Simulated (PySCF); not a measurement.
Sn(vinyl)3F, C₆H₉FSn.
Bonds: Sn1–C2, Sn1–C7, Sn1–C12, Sn1–F17, C2–C3, C7–C8, C12–C13. Hydrogens: H4 on C2; H5, H6 on C3; H9 on C7; H10, H11 on C8; H14 on C12; H15, H16 on C13.

Level of theory: PBE0-D3(BJ)/def2-SVP geometry optimisation, gas phase, def2 core potentials past Kr (PySCF 2.14.0).

(1) Give the optimised bond lengths and angles.

## Answers

(1) 
```tsv
bond	length (pm)
Sn1–C2, Sn1–C7, Sn1–C12	213.0
Sn1–F17	196.1
C2–C3, C7–C8, C12–C13	133.6
C2–H4, C7–H9, C12–H14	109.7
C3–H5, C8–H10, C13–H15	109.6
C3–H6	109.7
C8–H11	109.7
C13–H16	109.7
```

Bonds in one row agree within 1 pm and their mean is given. A selection of angles:
```tsv
angle	degrees
C2–Sn1–C7	116.3
C2–Sn1–F17	102.2
C7–Sn1–C12	116.7
Sn1–C2–C3	119.7
```

Torsions: C7–Sn1–C2–C3 -110° (anticlinal); C2–Sn1–C7–C8 109° (anticlinal); C2–Sn1–C12–C13 -106° (anticlinal).

All 3 C–Sn bonds measure 2.129 to 2.130 Å. Sn1 (tin bonded to 3 C and F) is distorted tetrahedral (angles from 101.0° to 116.7°). Of the pairs four or more bonds apart, H10···F17 is among the closest relative to their van der Waals radii: 2.61 Å, 98 % of the sum of Bondi's values. All 3 C–C bonds measure 1.336 Å.

Point group: near C3v, missed by 0.16 Å at most; the miss may be what the optimiser left on a soft mode (Cs holds within 0.08 Å). No PBE0-D3(BJ)/def2-SVP frequencies stand behind this structure, so it isn't proved a minimum. One conformer, not necessarily the lowest (C7–Sn1–C2–C3 -110°, C2–Sn1–C7–C8 109°, C2–Sn1–C12–C13 -106°, Sn1–C2–C3–H 0° and 180°, Sn1–C7–C8–H 0° and 180°).

Time: 7.6 min wall; peak memory 0.69 GiB. Hardware: an Arm Neoverse V2 with one thread, shared host. This is the geometry optimisation.
